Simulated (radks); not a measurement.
Valence configurations of Er+ (all share [Xe]). Method: scalar-relativistic Kohn-Sham, PBE, spin-unpolarised, spherical densities, finite nucleus; Fermi nuclear charge, rms radius 5.2516 fm; computed with a radial shooting solver on a logarithmic mesh with Libxc functionals. Energies are relative to 4f12 6s1; eigenvalues in eV.

| valence | E (eV) | e(4f) | e(5d) | e(6p) | e(6s) |
|---|---|---|---|---|---|
| 4f12 6s1 | 0.000 | -9.722 | - | - | -9.057 |
| 4f12 6s0.5 6p0.5 | 1.798 | -10.437 | - | -5.860 | -9.478 |
| 4f11 6s2 | 4.028 | -18.297 | - | - | -10.686 |
| 4f11.5 6s1.5 | 1.143 | -13.785 | - | - | -9.875 |
| 4f11.5 6s1 6p0.5 | 3.094 | -14.498 | - | -6.348 | -10.274 |
| 4f12 5d1 | 2.536 | -8.203 | -5.718 | - | - |
| 4f10 5d1 6p2 | 24.881 | -28.283 | -13.158 | -7.999 | - |
| 4f11 6s1 6p1 | 8.274 | -19.693 | - | -7.141 | -11.435 |
| 4f10.5 5d1 6s1.5 | 9.551 | -20.656 | -9.543 | - | -10.542 |
| 4f11 5d1 6s1 | 5.452 | -16.047 | -8.120 | - | -9.798 |

NIST lists [Xe] 4f12 6s1 as the ground configuration; this level of theory agrees among the configurations tried. The energies are those of spherical spin-averaged densities, not of single terms.
